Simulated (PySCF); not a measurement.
Species: C6H11B.
InChI=1S/C6H11B/c1-4-5-6-7(2)3/h5H,1,6H2,2-3H3

Computed, not measured: TDDFT B3LYP/def2-SVPD, vertical, gas phase, core orbitals frozen in the response in PySCF. Geometry: PBE0-D3(BJ)/def2-SVP, one conformer, isolated molecule. Torsions of this conformer, `[CH2:1]=[C:2]=[CH:3][CH2:4][B:5]([CH3:6])[CH3:7]`: C2–C3–C4–B5 -116°, C3–C4–B5–C6 178°.

Task: What does the calculation give for the low-lying excited states?

Result: 

```tsv
state	E (eV)	E (kJ/mol)	λ (nm)	f	main configurations (H = HOMO, L = LUMO)
S1	5.17	499	239.8	0.0033	H→L (94%)
S2	5.45	526	227.6	0.0007	H→L+1 (67%), H→L+2 (14%), H→L+3 (11%)
S3	5.89	568	210.7	0.0019	H-1→L (87%)
S4	6.14	592	202.1	0.0058	H→L+2 (25%), H→L+1 (24%), H→L+3 (22%)
S5	6.23	601	199.2	0.0001	H-1→L+2 (40%), H-1→L+3 (27%), H→L+3 (15%)
S6	6.54	631	189.6	0.0003	H-2→L (94%)
```

The lowest singlet comes at 240 nm (499 kJ/mol) in the ultraviolet; it is very weak; its leading configuration is HOMO→LUMO (94%). The most intense listed level is S4 at 6.14 eV (202 nm, f = 0.0058), 0.97 eV above S1. Löwdin shares by element: HOMO carbon 80% or more (atoms not listed hold the other 20%); LUMO boron 42%, carbon 35% or more (atoms not listed hold the other 23%). Of the 6 states listed, none reaches f = 0.01 and 2 stay under 0.0005. Orbital energies (eV): HOMO-3 -8.85, HOMO-2 -8.57, HOMO-1 -7.24, HOMO -6.74, LUMO -0.57, LUMO+1 -0.09, LUMO+2 0.35. The oscillator strengths of these states sum to 0.012; summed over the whole spectrum of an exact calculation they would give the number of electrons, 52 (Thomas–Reiche–Kuhn). Singlets were solved by full linear response.
